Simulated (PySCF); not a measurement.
H6OSi2, SMILES O([SiH3])[SiH3] (connectivity only; charge and spin as stated), charge +1, multiplicity 2.

The structure is a stationary point at PBE0-D3(BJ)/def2-SVP. The spin state was assumed, not searched.

Calculation: PBE0-D3(BJ)/def2-SVP (PySCF 2.14.0).

Frequencies are harmonic and unscaled.

Computed harmonic wavenumbers and intensities:
```json
[
 {"mode": "1", "ν (cm⁻¹)": "44", "IR (km/mol)": "4.7", "moving atoms (share of kinetic energy)": "O 56 %, H 30 %, Si 15 %"},
 {"mode": "2", "ν (cm⁻¹)": "111", "IR (km/mol)": "6.5", "moving atoms (share of kinetic energy)": "H 90 %, O 9 %"},
 {"mode": "3", "ν (cm⁻¹)": "136", "IR (km/mol)": "23.7", "moving atoms (share of kinetic energy)": "O 52 %, H 41 %"},
 {"mode": "4", "ν (cm⁻¹)": "422", "IR (km/mol)": "0.3", "moving atoms (share of kinetic energy)": "Si 93 %"},
 {"mode": "5", "ν (cm⁻¹)": "445", "IR (km/mol)": "474.2", "moving atoms (share of kinetic energy)": "H 51 %, O 31 %, Si 18 %"},
 {"mode": "6", "ν (cm⁻¹)": "512", "IR (km/mol)": "0.0", "moving atoms (share of kinetic energy)": "H 93 %"},
 {"mode": "7", "ν (cm⁻¹)": "554", "IR (km/mol)": "0.6", "moving atoms (share of kinetic energy)": "H 86 %, Si 13 %"},
 {"mode": "8", "ν (cm⁻¹)": "669", "IR (km/mol)": "74.6", "moving atoms (share of kinetic energy)": "H 80 %, O 12 %"},
 {"mode": "9", "ν (cm⁻¹)": "725", "IR (km/mol)": "7.7", "moving atoms (share of kinetic energy)": "H 90 %"},
 {"mode": "10", "ν (cm⁻¹)": "751", "IR (km/mol)": "12.1", "moving atoms (share of kinetic energy)": "H 87 %"},
 {"mode": "11", "ν (cm⁻¹)": "752", "IR (km/mol)": "11.7", "moving atoms (share of kinetic energy)": "H 96 %"},
 {"mode": "12", "ν (cm⁻¹)": "771", "IR (km/mol)": "0.0", "moving atoms (share of kinetic energy)": "H 96 %"},
 {"mode": "13", "ν (cm⁻¹)": "911", "IR (km/mol)": "313.3", "moving atoms (share of kinetic energy)": "H 94 %"},
 {"mode": "14", "ν (cm⁻¹)": "931", "IR (km/mol)": "1.8", "moving atoms (share of kinetic energy)": "H 95 %"},
 {"mode": "15", "ν (cm⁻¹)": "976", "IR (km/mol)": "90.5", "moving atoms (share of kinetic energy)": "O 59 %, H 32 %, Si 9 %"},
 {"mode": "16", "ν (cm⁻¹)": "1981", "IR (km/mol)": "1140.6", "moving atoms (share of kinetic energy)": "H 97 %"},
 {"mode": "17", "ν (cm⁻¹)": "2026", "IR (km/mol)": "1.3", "moving atoms (share of kinetic energy)": "H 97 %"},
 {"mode": "18", "ν (cm⁻¹)": "2269", "IR (km/mol)": "14.1", "moving atoms (share of kinetic energy)": "H 97 %"},
 {"mode": "19", "ν (cm⁻¹)": "2273", "IR (km/mol)": "0.4", "moving atoms (share of kinetic energy)": "H 98 %"},
 {"mode": "20", "ν (cm⁻¹)": "2289", "IR (km/mol)": "5.3", "moving atoms (share of kinetic energy)": "H 97 %"},
 {"mode": "21", "ν (cm⁻¹)": "2305", "IR (km/mol)": "5.9", "moving atoms (share of kinetic energy)": "H 95 %"}
]
```
